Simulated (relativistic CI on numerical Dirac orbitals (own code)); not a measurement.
## Ta²⁺: 5p photoemission

Computed with this model: Dirac-Coulomb-Breit CI, separate exchange-only KLI orbitals for each configuration, model QED, multiplet model of photoemission in the sudden approximation, unscaled Slater integrals; configurations [Xe] 4f14 5d3 → [Kr] 4d10 4f14 5s2 5p5 5d3; 300 K; Lorentzian 1.5 eV and Gaussian 0.6 eV FWHM. Energies are those of the free ion, without screening or charge transfer. The energies are binding energies and can lie tens of eV above those of solids. S is read from ⟨S²⟩ = S(S + 1).

Field parameters in Wybourne normalisation: Td as Oh with Dq negative (B⁴₀ = 21Dq, B⁴₄ = √(5/14) B⁴₀). The field is a parameter set, without covalency.

free ion: ground-state S = 1.47, centroid 61.66 eV. Peaks (eV, height): 56.2 (100), 61.6 (33), 71.4 (27), 75.6 (26).

Td, 10Dq = -6800 cm⁻¹: ground-state S = 1.45, centroid 61.71 eV. Peaks (eV, height): 56.2 (100), 61.8 (30), 65.8 (14), 68.2 (15), 70.6 (20), 71.8 (20), 75.8 (18).

Td, 10Dq = -15400 cm⁻¹: ground-state S = 0.93, centroid 61.85 eV. Peaks (eV, height): 56.8 (100), 62.0 (25), 67.6 (29), 73.0 (20).

Td, 10Dq = -19750 cm⁻¹: ground-state S = 0.64, centroid 61.96 eV. Peaks (eV, height): 57.4 (100), 62.6 (21), 67.6 (36), 73.6 (15).

Strongest unbroadened transitions for Td, 10Dq = -6800 cm⁻¹:

| Energy (eV) | Relative strength |
| --- | --- |
| 55.72 | 55.9 |
| 55.89 | 78.4 |
| 55.93 | 63.0 |
| 56.15 | 25.8 |
| 56.18 | 64.7 |
| 56.24 | 100.0 |
| 56.29 | 54.3 |
| 57.07 | 37.4 |
| 57.21 | 25.7 |
| 57.33 | 23.8 |
| 57.92 | 69.7 |
| 58.15 | 29.1 |
| 58.26 | 19.0 |
| 61.71 | 25.0 |
| 63.05 | 23.4 |
| 71.90 | 20.5 |
| 71.96 | 24.7 |
| 75.73 | 36.6 |
